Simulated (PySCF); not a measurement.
boric acid (H3BO3), singlet, geometry from GFN2-xTB. Base run: B3LYP/pcseg-1 (PySCF).

Here is a job for PySCF.
```python
from pyscf import gto, scf, dft

mol = gto.Mole()
mol.atom = '''
    O    -1.14257544   -0.76938954   -0.03182750
    B    -0.00770897   -0.03931797   -0.00346985
    O    -0.11414081    1.32224772    0.13027114
    O     1.17041255   -0.70476858   -0.10979414
    H    -1.93446708   -0.23864193    0.04760011
    H     0.69661442    1.82756308    0.14897985
    H     1.96682712   -0.17704808   -0.08842676
'''
mol.basis = 'pcseg-1'
mol.verbose = 4
mol.build()

mf = dft.RKS(mol)
mf.xc = 'b3lyp'
mf.kernel()
```

Variants of this job, named by their change:

```tsv
change	ΔE vs base (mEh)	fitting functions	dipole (D)
base	0.000	-	3.10
auxbasis = cc-pvqz-jkfit	-0.025	577	3.10
auxbasis = autoaux	-0.006	522	3.10
auxbasis = cc-pvtz-ri	-0.148	414	3.10
auxbasis = def2-svp-ri	-15.702	234	3.10
auxbasis = default (with mf = mf.density_fit())	-0.027	558	3.10
auxbasis = def2-universal-jfit	0.278	229	3.10
auxbasis = cc-pvdz-jkfit	-0.078	349	3.10
auxbasis = def2-universal-jkfit	-0.051	360	3.10
auxbasis = even-tempered beta=3.0	-0.404	402	3.10
```

A fitting set is made for a task (jfit for Coulomb, jkfit for Coulomb and exchange, ri for correlation) and for a family of orbital bases.
